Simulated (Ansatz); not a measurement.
`CO[SiH2]N[SiH2]F` + `BCS` → `BCS[SiH2]F` + `CO[SiH2]N`  (ligand exchange at the Si–N bond)

Calculated with Ansatz (gas phase, PBE0-D4/def2-TZVP geometries, no zero-point term in ΔE). CCSD(T)/CBS adds triple-zeta CCSD(T) − MP2 to the extrapolated MP2 energy (def2 sets, frozen cores). This one scheme is used for every species. DFT in def2-TZVPP. Each species was taken in one conformer, which may not be the lowest.

| species | PBE0 energy (Eh) |
| --- | --- |
| `CO[SiH2]N[SiH2]F` | -851.48012 |
| `BCS` | -463.93029 |
| `BCS[SiH2]F` | -853.79853 |
| `CO[SiH2]N` | -461.61114 |

(1) Work out ΔE.

Largest T1 diagnostic among the species: 0.011.

## Answers

(1) ΔE = (-853.79853) + (-461.61114) − (-851.48012) − (-463.93029) = 0.00074 Eh = +0.5 kcal/mol. CCSD(T)/CBS gives +2.1 kcal/mol.

From PBE to PBE0 (25 % exact exchange), in def2-TZVPP and without D4, ΔE moves by +1.0 kcal/mol. In def2-TZVPP, CCSD(T) changes the Hartree–Fock value by −1.5 kcal/mol (the triples alone add −0.5 kcal/mol) and MP2 by −2.3 kcal/mol.
